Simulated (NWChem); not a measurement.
HfHOCl$_{2}$ cation; SMILES [Cl][Hf+]([OH])[Cl]

```xyz
5

Hf     0.2611    -0.2476     0.0000
Cl    -1.0182     0.2524    -1.8312
Cl    -1.0182     0.2524     1.8312
O      1.6950     0.9390     0.0000
H      2.2621     1.7341     0.0000
```
Atoms are numbered in this order, from 1.

All runs: NWChem. Structure relaxed at the PBE-D3(BJ)/def2-SVP level. This spin state was assumed; another may lie lower. def2 effective core potentials on Hf; no spin-orbit coupling. Level r2SCAN/def2-SVP: energy and gradient on several grids; changes count from the extra-fine grid, which is no exact limit either.

Q: Which is the coarsest grid (coarse; xcoarse; xfine; fine; medium) from which on the energy stays within 50 μHa and each gradient component within 100 μHa/bohr of xfine?

A: medium.
| grid | size of the energy change (μHa) | largest change of a gradient component (μHa/bohr) |
|---|---|---|
| xcoarse | 1000 | 5000 |
| coarse | 100 | 200 |
| medium | 20 | < 30 |
| fine | < 10 | < 30 |
| xfine | < 10 | < 30 |
